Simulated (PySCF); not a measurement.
Sm²⁺ (samarium, charge +2): MN15 calculation

Configuration: [Xe] 4f6, high-spin 7F determinant. All numbers are calculated (PySCF 2.14, scalar relativity by spin-free X2C-1e, in cc-pVDZ-X2C (8s7p5d3f1g, 84 functions)).

```json
{
 "Total energy": "-10433.12 hartree",
 "One-electron energy": "-14216.45 hartree",
 "Hartree (Coulomb) energy": "4029.04 hartree",
 "Exchange-correlation energy": "-245.71 hartree",
 "⟨S²⟩": "12.0012",
 "⟨L²⟩": "12.011",
 "Sum of ⟨r⟩": "35.14 bohr",
 "Sum of ⟨r²⟩": "40.20 bohr²",
 "Traceless quadrupole moment −½Σ⟨3z² − r²⟩ along its main axis": "-0.270 e·bohr²",
 "Langevin diamagnetic susceptibility": "-31.8 ×10⁻⁶ cm³/mol",
 "Time after the integrals": "of the order of 11 core-seconds"
}
```

```tsv
shell	electrons	mean orbital energy (hartree)	spread (hartree)	rms radius, mean of both spins (bohr)
1s β	1	-1714.22080	0	0.0259
1s α	1	-1714.22078	0	0.0259
2s β	1	-278.46142	0	0.105
2s α	1	-278.45969	0	0.105
2p β	3	-249.98361	0.00976	0.0939
2p α	3	-249.98183	0.00965	0.0939
3s β	1	-60.93412	0	0.274
3s α	1	-60.92783	0	0.274
3p α	3	-52.12104	0.06049	0.273
3p β	3	-52.11627	0.05928	0.273
3d α	5	-39.59654	0.03209	0.250
3d β	5	-39.57042	0.04578	0.250
4s α	1	-12.44665	0	0.620
4s β	1	-12.41748	0	0.620
4p α	3	-9.54869	0.09312	0.657
4p β	3	-9.49527	0.09306	0.657
4d α	5	-5.33948	0.04143	0.726
4d β	5	-5.22098	0.08064	0.726
5s α	1	-2.22392	0	1.51
5s β	1	-2.14943	0	1.51
5p α	3	-1.45085	0.02717	1.75
5p β	3	-1.38570	0.03990	1.75
4f α	6	-0.73897	0.02507	1.10
```

Spin-orbit coupling, absent here, splits the open shell strongly.

Densities and radii are taken from the X2C orbitals without a picture-change correction, which distorts them close to the nucleus.
